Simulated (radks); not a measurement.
The numbers below are computed, except where a source is named.
Task: K I, 19 electrons, occupied as [Ar] 3d0.5 4s0.5 (fractional occupations, a model configuration). Level of theory: scalar-relativistic Kohn-Sham, r2SCAN, spin-polarised, spherical densities, finite nucleus; open shells are filled with parallel spins first; meta-GGA in the generalised Kohn-Sham scheme; Fermi nuclear charge, rms radius 3.4349 fm (a radial shooting solver on a logarithmic mesh with Libxc functionals). Some entries of the table are withheld. Estimate them.

orbital  occ.  eigenvalue (hartree)  r(max) (bohr)
1s up       1             -130.1015        0.05303
1s down     1             -130.1014        0.05303
2s up       1             -13.25786         0.3176
2s down     1             -13.25751         0.3176
2p up       3             -10.48043         0.2628
2p down     3             -10.48011         0.2628
3s up       1              -1.39681            (1)
3s down     1              -1.39534            (2)
3p up       3                   (3)          1.157
3p down     3                   (4)          1.157
4s up     0.5              -0.11283            (5)
3d up     0.5              -0.01523          9.224

Result: 
(1) 3s up r(max) (bohr): 1.077
(2) 3s down r(max) (bohr): 1.078
(3) 3p up eigenvalue (hartree): -0.76056
(4) 3p down eigenvalue (hartree): -0.75841
(5) 4s up r(max) (bohr): 4.162
